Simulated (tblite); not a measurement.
Species: C6H6N (doublet state).
InChI=1S/C6H6N/c1-2-6-4-3-5-7-6/h1,3-7H/t6-/m0/s1

Calculated harmonic vibrations of the isolated species, GFN2-xTB (tblite), most abundant isotopes, no scaling. Against measured fundamentals such values can be off by several per cent, at times by over 20. Open shells enter through the occupations alone, without spin polarisation, and single modes of such species can be off by tens of per cent.

Harmonic wavenumbers (cm⁻¹): 100.8, 136.7, 272.8, 408.5, 426.5, 505.5, 512.4, 602.8, 632.8, 645.6, 663.9, 761.3, 802.4, 842.3, 918.0, 1019.4, 1023.7, 1083.7, 1113.9, 1134.4, 1181.3, 1221.9, 1242.0, 1351.0, 1423.9, 1461.5, 2274.2, 2769.7, 3146.0, 3162.9, 3180.0, 3385.3, 3450.8.

A = 6290, B = 2176, C = 1880 MHz; mass 92.050 u (most abundant isotopes); point group C1, symmetry number 1; spin multiplicity 2.

What is the zero-point energy?

½Σν̃ = 21429 cm⁻¹ = 256.35 kJ/mol.

Entropy at 298.15 K, 1 bar (ideal gas, RRHO, classical rotation)?

Translation 165.26, rotation 112.66, vibration 57.68, spin (R ln 2) 5.76: S = 341.4 J/(mol K).

And Cp and H(298.15 K) − H(0)?

Cp = 115.20 J/(mol K), of which vibrations give 81.94 (their classical limit is 33 R = 274.4); H(298.15 K) − H(0) = 20.25 kJ/mol without the zero-point energy, 10.33 from vibrations.

Blend soft modes into free rotors: weight 1/[1 + (100 cm⁻¹/ν̃)⁴] for the oscillator and the rest for a rotor with moment μB/(μ + B), μ = h/(8π²ν), B = 10⁻⁴⁴ kg m². What vibrational entropy results?

56.23 J/(mol K) in place of 57.68, which changes −T·S at 298.15 K by +0.43 kJ/mol.

Which modes carry the vibrational entropy at 298.15 K?

100.8 cm⁻¹: 14.39; 136.7 cm⁻¹: 11.92; 272.8 cm⁻¹: 6.60; 408.5 cm⁻¹: 3.90; 426.5 cm⁻¹: 3.64; 505.5 cm⁻¹: 2.70 J/(mol K); the other 27 give 14.53 together.

How do the functions run with temperature in this model?

```tsv
T (K)	S (J/(mol K))	Cp (J/(mol K))	H − H(0) (kJ/mol)	G − H(0) (kJ/mol)	ln q(vib)
50	227.0	40.4	1.77	-9.58	0.08
100	258.4	51.4	4.06	-21.78	0.44
373.15	369.8	138.8	29.80	-108.20	3.86
500	415.1	170.8	49.53	-158.03	5.83
750	492.8	211.6	97.79	-271.83	9.78
1000	557.4	236.9	154.07	-403.34	13.55
```

q(vib) and H(0) count from the zero-point level.

What must be added to the electronic energy to get the Gibbs energy at 298.15 K and 1 bar?

ZPE + [H(298.15 K) − H(0)] − T·S = 256.35 + 20.25 − 101.78 = 174.82 kJ/mol.

Hindered rotation and anharmonicity are outside this model. The structure is chiral; the term R ln 2 for an equal mix with its mirror image is left out.
